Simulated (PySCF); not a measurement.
C2H10O2Si2, SMILES CC([SiH2]O)[SiH2]O. Atoms are numbered in the order given.

```xyz
16

C     -0.1956     0.1894     1.9592
C      0.0309    -0.5165     0.6041
Si     1.2597     0.4440    -0.4622
O      2.7430     0.5990     0.3040
Si    -1.5633    -0.8489    -0.3497
O     -1.9627     0.4566    -1.3240
H      0.7569     0.3808     2.4792
H     -0.8346    -0.4045     2.6326
H     -0.6864     1.1686     1.8243
H      0.4849    -1.5129     0.7772
H      0.7914     1.8420    -0.6437
H      1.4069    -0.2415    -1.7815
H      3.2620    -0.2056     0.4164
H     -1.3887    -1.9864    -1.2894
H     -2.6614    -1.1537     0.6215
H     -2.1359     1.3002    -0.8907
```
Charge 0, spin multiplicity 1.

Coordinates come from a B3LYP-D3(BJ)/def2-SVP optimisation. This is a generated structure with no PubChem entry under its InChIKey; it may be hypothetical. The values are those of a single conformer.

Level of theory: PySCF with SMD-ωB97X/6-31G*.

Solvation free energies are E(SMD) − E(gas) at the gas-phase geometry, for 1 M in both phases. In vacuum the dipole moment is 1.98 D.

Task: Estimate the solvation free energies in water, acetone, n-hexane. (Estimate from the structure and the level; the computed values follow.)

Result: 
| solvent | ΔG(solv) (kcal/mol) | its non-electrostatic (CDS) part | dipole (D) |
|---|---|---|---|
| water | -8.0 | 4.4 | 2.61 |
| acetone | -7.8 | -1.5 | 2.42 |
| n-hexane | -3.9 | -1.8 | 2.13 |
